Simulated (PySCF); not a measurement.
F6Si2, triplet, at the geometry of the source list (a higher spin typed on purpose: for a closed-shell molecule this is an excited state) (in this run its highest filled SCF level lies above zero, so its values depend strongly on the basis, on diffuse functions most of all); PySCF with BLYP/STO-3G.

The PySCF input:
```python
from pyscf import gto, scf, dft

mol = gto.M(
    atom='''
F     1.904600   -0.277000   -1.236200
Si    1.115600   -0.064700    0.119500
F     1.778100    1.223300    0.758000
F     1.603800   -1.252800    1.044400
Si   -1.115600    0.064700   -0.119500
F    -1.603800    1.252800   -1.044400
F    -1.778100   -1.223300   -0.758000
F    -1.904600    0.277000    1.236200
''',
    basis='sto-3g',
    charge=0,
    spin=2,
    verbose=4,
)

mf = dft.UKS(mol)
mf.xc = 'blyp'
mf.kernel()
```

The log (banner, timings and long lists left out):

```
PySCF version 2.14.0

[INPUT] verbose = 4
[INPUT] num. atoms = 8
[INPUT] num. electrons = 82
[INPUT] charge = 0
[INPUT] spin (= nelec alpha-beta = 2S) = 2
[INPUT] symmetry False subgroup None
[INPUT] Mole.unit = angstrom
[INPUT] Symbol           X                Y                Z      unit          X                Y                Z       unit  Magmom
[INPUT]  1 F      1.904600000000  -0.277000000000  -1.236200000000 AA    3.599172376847  -0.523454136505  -2.336079435187 Bohr   0.0
[INPUT]  2 Si     1.115600000000  -0.064700000000   0.119500000000 AA    2.108178464565  -0.122265280259   0.225822271886 Bohr   0.0
[INPUT]  3 F      1.778100000000   1.223300000000   0.758000000000 AA    3.360122022089   2.311701968180   1.432412402420 Bohr   0.0
[INPUT]  4 F      1.603800000000  -1.252800000000   1.044400000000 AA    3.030742758577  -2.367448888855   1.973629964496 Bohr   0.0
[INPUT]  5 Si    -1.115600000000   0.064700000000  -0.119500000000 AA   -2.108178464565   0.122265280259  -0.225822271886 Bohr   0.0
[INPUT]  6 F     -1.603800000000   1.252800000000  -1.044400000000 AA   -3.030742758577   2.367448888855  -1.973629964496 Bohr   0.0
[INPUT]  7 F     -1.778100000000  -1.223300000000  -0.758000000000 AA   -3.360122022089  -2.311701968180  -1.432412402420 Bohr   0.0
[INPUT]  8 F     -1.904600000000   0.277000000000   1.236200000000 AA   -3.599172376847   0.523454136505   2.336079435187 Bohr   0.0

nuclear repulsion = 620.572874465378
number of shells = 28
number of NR pGTOs = 144
number of NR cGTOs = 48
basis = sto-3g
ecp = {}

******** <class 'pyscf.dft.uks.UKS'> ********
method = UKS
initial guess = minao
damping factor = 0
level_shift factor = 0
DIIS = <class 'pyscf.scf.diis.CDIIS'>
diis_start_cycle = 1
diis_space = 8
diis_damp = 0
SCF conv_tol = 1e-09
SCF conv_tol_grad = None
SCF max_cycles = 50
direct_scf = True
direct_scf_tol = 1e-13
number electrons alpha = 42  beta = 40
XC library pyscf.dft.libxc version 7.1.2
    S. Lehtola, C. Steigemann, M. J. T. Oliveira, and M. A. L. Marques,  SoftwareX 7, 1–5 (2018)
XC functionals = blyp
    A. D. Becke,  Phys. Rev. A 38, 3098 (1988)
    C. Lee, W. Yang, and R. G. Parr,  Phys. Rev. B 37, 785 (1988)
    B. Miehlich, A. Savin, H. Stoll, and H. Preuss,  Chem. Phys. Lett. 157, 200 (1989)
radial grids:
    Treutler-Ahlrichs [JCP 102, 346 (1995); DOI:10.1063/1.469408] (M4) radial grids

becke partition: Becke, JCP 88, 2547 (1988); DOI:10.1063/1.454033
pruning grids: <function nwchem_prune>
grids dens level: 3
symmetrized grids: False
atomic radii adjust function: <function treutler_atomic_radii_adjust>
small_rho_cutoff = 0
Set gradient conv threshold to 3.16228e-05
tot grids = 123936
init E= -1163.28448711365

cycle= 1 E= -1161.79176529199  delta_E= 1.49  |g|= 0.71  |ddm|=  3.2

cycle= 2 E= -1161.1833964482  delta_E= 0.608  |g|= 1.18  |ddm|= 3.27

cycle= 3 E= -1162.23252402936  delta_E= -1.05  |g|= 0.048  |ddm|= 2.06

cycle= 4 E= -1162.23432842793  delta_E= -0.0018  |g|= 0.0046  |ddm|= 0.118

cycle= 5 E= -1162.23423442738  delta_E= 9.4e-05  |g|= 0.0109  |ddm|= 0.0427

cycle= 6 E= -1162.23434724996  delta_E= -0.000113  |g|= 0.000804  |ddm|= 0.0354

cycle= 7 E= -1162.23434775071  delta_E= -5.01e-07  |g|= 0.000397  |ddm|= 0.00336

cycle= 8 E= -1162.23434784873  delta_E= -9.8e-08  |g|= 0.000234  |ddm|= 0.00183

cycle= 9 E= -1162.23434790069  delta_E= -5.2e-08  |g|= 1.36e-05  |ddm|= 0.000705

cycle= 10 E= -1162.23434790084  delta_E= -1.44e-10  |g|= 1.24e-07  |ddm|= 3e-05

Extra cycle  E= -1162.23434790084  delta_E= -2.73e-12  |g|= 4.19e-07  |ddm|= 1.77e-06
converged SCF energy = -1162.23434790084  <S^2> = 2.0009688  2S+1 = 3.0006458
```
